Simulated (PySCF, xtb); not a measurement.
Zn(I)(SH) (HISZn), SMILES [Zn]([SH])[I].

GFN2-xTB run with xtb 6.7.1 at its own geometry gives an orbital gap of 3.37 eV and a dipole moment of 4.74 D.

The structure is a stationary point at PBE0-D3(BJ)/def2-SVP. The def2 effective core potentials stand for the cores of I; spin–orbit coupling is left out. One conformer was computed; it need not be the lowest.

Problem. What does PBE/def2-TZVPD run with PySCF give? (The exact figures need the calculation; the answer reports its results.)

Solution. gap 4.01 eV (levels -6.41 and -2.40 eV), dipole 0.64 D.
